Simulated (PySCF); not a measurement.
FGe, SMILES [F][Ge] (connectivity only; charge and spin as stated), charge +1, multiplicity 1.

The structure is a stationary point at PBE-D3(BJ)/def2-TZVPD. The spin state was assumed, not searched.

Vertical ionisation energy (IE) and electron affinity (EA) in eV. Rows of orbital energies are one-electron estimates. Where ΔSCF, EOM or ADC give a negative EA the extra electron is unbound and the value depends on the basis.

```
level                                             IE     EA
---------------------------------------------  -----  -----
−ε(HOMO), −ε(LUMO), r2SCAN/def2-TZVPD (PySCF)  16.85  10.71
−ε(HOMO), −ε(LUMO), B3LYP/def2-TZVPD (PySCF)   17.67  10.28
ADC(2)/aug-cc-pVDZ (PySCF)                     19.77   7.29
```

Task: Beyond the first one, list the lowest photoelectron lines from ADC(2)/aug-cc-pVDZ in PySCF 2.14.0 with their pole strengths (two spins summed). (Estimate from the structure and the level; the computed values follow.)

Result: 20.26 eV (1.70), 20.26 eV (1.70), 24.46 eV (1.79).
